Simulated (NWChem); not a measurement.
System: C2H7BO; SMILES CB(O)C

Output (shortened):

```
             Northwest Computational Chemistry Package (NWChem) 7.3.0
             --------------------------------------------------------

 C1  symmetry detected

                             Geometry "geometry" -> ""
                             -------------------------

 Output coordinates in angstroms (scale by  1.889725989 to convert to a.u.)

  No.       Tag          Charge          X              Y              Z
 ---- ---------------- ---------- -------------- -------------- --------------
    1 B                    5.0000     0.07732479    -0.01346778    -0.00312680
    2 C                    6.0000    -0.70666526     1.36093954     0.00122327
    3 H                    1.0000    -1.50055067     1.36224414     0.76604050
    4 H                    1.0000    -1.22437098     1.48648141    -0.96606151
    5 H                    1.0000    -0.07725192     2.25204845     0.15900487
    6 C                    6.0000    -0.67367375    -1.39808305    -0.00326692
    7 H                    1.0000    -1.10420852    -1.57317132     0.99907556
    8 H                    1.0000    -0.00817645    -2.24281186    -0.23292596
    9 H                    1.0000    -1.52517827    -1.40861880    -0.70253279
   10 O                    8.0000     1.43784990    -0.05154498    -0.00210709
   11 H                    1.0000     1.83234771     0.82638782     0.02215193

 Effective nuclear repulsion energy (a.u.)     113.2114079473

                                 NWChem DFT Module
                                 -----------------

 Summary of "ao basis" -> "ao basis" (spherical)
 ------------------------------------------------------------------------------
       Tag                 Description            Shells   Functions and Types
 ---------------- ------------------------------  ------  ---------------------
 B                          def2-svp                 6       14   3s2p1d
 C                          def2-svp                 6       14   3s2p1d
 H                          def2-svp                 3        5   2s1p
 O                          def2-svp                 6       14   3s2p1d

            General Information
            -------------------
          SCF calculation type: DFT
          Wavefunction type:  closed shell.
          No. of atoms     :    11
          No. of electrons :    32
           Alpha electrons :    16
            Beta electrons :    16
          Charge           :     0
          Spin multiplicity:     1
          Use of symmetry is: off; symmetry adaption is: off
          Maximum number of iterations: 150
          AO basis - number of functions:    91
                     number of shells:    45
          Convergence on energy requested:  1.00D-06
          Convergence on density requested:  1.00D-05
          Convergence on gradient requested:  5.00D-04

              XC Information
              --------------
                        Slater Exchange Functional  1.000 local
                      VWN V Correlation Functional  1.000 local

             Grid Information
             ----------------
          Grid used for XC integration:  medium
          Radial quadrature: Mura-Knowles
          Angular quadrature: Lebedev.
          Tag              B.-S. Rad. Rad. Pts. Rad. Cut. Ang. Pts.
          ---              ---------- --------- --------- ---------
          B                   0.85       49           8.0       434
          C                   0.70       49          10.0       434
          H                   0.35       45          11.0       434
          O                   0.60       49          10.0       434
          Grid pruning is: on
          Number of quadrature shells:   511
          Spatial weights used:  Erf1

      Superposition of Atomic Density Guess
      -------------------------------------

 Sum of atomic energies:        -177.93972265

      Non-variational initial energy
      ------------------------------

 Total energy =    -180.218381
 1-e energy   =    -463.180462
 2-e energy   =     169.750672
 HOMO         =      -0.368443
 LUMO         =       0.045832

     ---------------------------------------------
      Total Density - Mulliken Population Analysis
     ---------------------------------------------

    Atom       Charge   Shell Charges
 -----------   ------   -------------------------------------------------------
    1 B    5     4.70   1.99  0.87  0.16  1.23  0.30  0.14
    2 C    6     6.48   1.99  0.97  0.22  2.14  1.15  0.01
    3 H    1     0.87   0.65  0.19  0.03
    4 H    1     0.86   0.65  0.19  0.03
    5 H    1     0.88   0.66  0.19  0.03
    6 C    6     6.46   1.99  0.97  0.21  2.15  1.13  0.01
    7 H    1     0.86   0.64  0.19  0.03
    8 H    1     0.88   0.66  0.19  0.03
    9 H    1     0.87   0.65  0.19  0.03
   10 O    8     8.50   1.99  1.11  0.56  3.08  1.75  0.01
   11 H    1     0.66   0.53  0.07  0.06

   convergence    iter        energy       DeltaE   RMS-Dens  Diis-err
 ---------------- ----- ----------------- --------- --------- ---------
 d= 0,ls=0.0,diis     1   -178.7712138550 -2.92D+02  1.81D-02  8.35D-01
 d= 0,ls=0.0,diis     2   -178.6685071969  1.03D-01  1.27D-02  1.74D+00
 d= 0,ls=0.0,diis     3   -178.8236397373 -1.55D-01  3.13D-03  2.01D-01
 d= 0,ls=0.0,diis     4   -178.8410997531 -1.75D-02  1.01D-03  1.53D-02
 d= 0,ls=0.0,diis     5   -178.8429422134 -1.84D-03  2.37D-04  7.33D-04
  Resetting Diis
 d= 0,ls=0.0,diis     6   -178.8430378571 -9.56D-05  3.90D-05  1.23D-05
 d= 0,ls=0.0,diis     7   -178.8430391957 -1.34D-06  2.96D-05  1.53D-06
 d= 0,ls=0.0,diis     8   -178.8430389231  2.73D-07  1.77D-05  4.27D-06
 d= 0,ls=0.0,diis     9   -178.8430393866 -4.63D-07  3.16D-06  1.87D-07

         Total DFT energy =     -178.843039386587
      One electron energy =     -467.794855641448
           Coulomb energy =      200.197862364429
    Exchange-Corr. energy =      -24.457454056897
 Nuclear repulsion energy =      113.211407947329

[...]
```

Level: LDA (Slater exchange, VWN5)/def2-SVP. Coordinates come from a PBE0/def2-SVP optimisation.

**Question.** Which NWChem input produces such a log?

**Answer.** This is not unique; one that fits is the input that was run:
```
start job
memory heap 200 mb stack 900 mb global 1100 mb
geometry units angstroms noautoz
  B      0.074561    -0.014946    -0.002880
  C     -0.679536     1.376068    -0.011400
  H     -1.473714     1.401331     0.752697
  H     -1.193766     1.504162    -0.980203
  H     -0.031110     2.254734     0.139003
  C     -0.706195    -1.382954     0.008629
  H     -1.141078    -1.539776     1.012118
  H     -0.058963    -2.243877    -0.212954
  H     -1.557265    -1.381303    -0.691243
  O      1.433944    -0.082407    -0.000360
  H      1.847313     0.786976     0.016442
end
basis spherical
  * library def2-svp
end
dft
  xc slater vwn_5
  iterations 150
  mulliken
end
task dft energy
```
